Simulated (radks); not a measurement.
The numbers below are computed, except where a source is named.
All-electron atom: neutral praseodymium in [Xe] 4f2 5d1 6s2 (not the ground configuration). Code: a radial shooting solver on a logarithmic mesh with Libxc functionals. Model: scalar-relativistic Kohn-Sham, PBE, spin-polarised, spherical densities, finite nucleus; open shells are filled with parallel spins first (spin-orbit coupling, left out, can overturn this in heavy ions); Fermi nuclear charge, rms radius 4.8919 fm.

Unscreened Slater integrals over Kohn-Sham orbitals (eV). They are taken over the spin-up orbitals.

integral     value
F0(5d,5d)   8.6874
F2(5d,5d)   4.3416
F4(5d,5d)   2.8110
F0(5d,6s)   6.6654
G2(5d,6s)   2.0821
F0(5d,4f)   11.318
F2(5d,4f)   2.9211
F4(5d,4f)   1.4645
G1(5d,4f)   1.6187
G3(5d,4f)   1.2226
G5(5d,4f)  0.91140
F0(5d,5p)   10.511
F2(5d,5p)   4.7491
G1(5d,5p)   5.3538
G3(5d,5p)   3.2818
F0(6s,6s)   5.8111
F0(6s,4f)   7.5500
G3(6s,4f)  0.29505
F0(6s,5p)   7.2637
G1(6s,5p)  0.51347
F0(4f,4f)   24.471
F2(4f,4f)   11.365
F4(4f,4f)   7.0785
F6(4f,4f)   5.0779
F0(4f,5p)   16.759
F2(4f,5p)   6.2075
G2(4f,5p)   3.5903
G4(4f,5p)   2.7098
F0(5p,5p)   14.275
F2(5p,5p)   7.6886

Derived for the open shells (J is the average intra-shell exchange parameter used in DFT+U). 4f: F4/F2 = 0.623, F6/F2 = 0.447, J = (286 F2 + 195 F4 + 250 F6)/6435 = 0.9169 eV. 5d: Racah B = F2/49 - 5 F4/441 = 0.05673 eV, C = 35 F4/441 = 0.2231 eV, C/B = 3.93, F4/F2 = 0.647, J = (F2 + F4)/14 = 0.5109 eV.
